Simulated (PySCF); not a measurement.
## Trend along the fourth-period p block: MMg molecules

PBE0 with double-zeta basis sets in PySCF, for the lowest determinant that a PBE0 search found; no spin–orbit coupling. De refers to high-spin ground-configuration atoms. A positive dipole means M(−)Mg(+).

```csv
M,basis,state (unpaired electrons),Re (Å),ωe (cm⁻¹),De (eV),μ (D)
Ge,cc-pVDZ/cc-pVDZ-PP,triplet (π ↑↑),2.595,253,1.04,3.11
As,def2-SVP,"quartet (σ ↑, π ↑↑)",2.658,243,0.74,1.47
Se,aug-cc-pVDZ/aug-cc-pVDZ-PP,singlet (closed shell),2.271,426,1.79,7.48
Br,cc-pVDZ/cc-pVDZ-PP,doublet (σ ↑),2.380,364,2.82,3.34
```

The shortest bond is that of MgSe (2.271 Å), the longest that of MgAs (2.658 Å). MgBr is bound most strongly (2.82 eV) and MgAs least (0.74 eV).

The rows differ in basis set, which adds steps of its own.

The state changes along the series, so neighbouring rows are not always alike in their bonding.

Spin–orbit coupling is left out. States were picked by a PBE0 search and need not be the measured ground states.
